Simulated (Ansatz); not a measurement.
Reaction (redistribution): `C=[C](O)[Al]([F])[F]` + `[AlH2][I]` → `[F][Al]([F])[I]` + `C=[C](O)[AlH2]`

Calculated with Ansatz (gas phase, PBE0-D4/def2-TZVP geometries, no zero-point term in ΔE). CBS: MP2 limit from def2 TZ/QZ plus the TZ coupled-cluster correction, frozen cores. Elements past krypton have def2 core potentials. For I outer-core shells are correlated without core-valence functions, which leaves a few kJ/mol of doubt a bond. Each species was taken in one conformer, which may not be the lowest.

`C=[C](O)[Al]([F])[F]`:

Z-matrix (Å, degrees):
```
C
C 1 1.336
H 1 1.083 2 120.1
H 1 1.087 2 121.9 3 180.0
O 2 1.366 1 119.2 3 -180.0
Al 2 1.929 1 117.7 3 -0.0
H 5 0.960 2 110.3 1 180.0
F 6 1.644 2 117.8 1 -180.0
F 6 1.638 2 122.5 1 0.0
```

`[AlH2][I]`:

Z-matrix (Å, degrees):
```
Al
I 1 2.472
H 1 1.577 2 117.8
H 1 1.577 2 117.8 3 180.0
```

`[F][Al]([F])[I]`:

```xyz
4

F     0.401   -0.436   -1.634
Al    0.118   -0.139   -0.053
F     0.872   -1.064    1.061
I    -1.391    1.639    0.625
```

`C=[C](O)[AlH2]`:

Cartesian coordinates in Å:
```
C 0.428 1.349 -0.400
C -0.355 0.299 -0.123
O -1.709 0.445 -0.272
Al 0.529 -1.336 0.468
H 0.026 2.302 -0.736
H 1.502 1.265 -0.292
H -2.148 -0.376 -0.042
H -0.378 -2.599 0.805
H 2.106 -1.347 0.591
```

```tsv
species	HF/def2-TZVPP energy (Eh)
`C=[C](O)[Al]([F])[F]`	-593.44207
`[AlH2][I]`	-539.80137
`[F][Al]([F])[I]`	-737.78220
`C=[C](O)[AlH2]`	-395.45402
```

Problem. Work out ΔE.

Solution. ΔE = (-737.78220) + (-395.45402) − (-593.44207) − (-539.80137) = 0.00722 Eh = +0.20 eV. CCSD(T)/CBS gives +0.17 eV.

Largest T1 diagnostic among the species: 0.014.
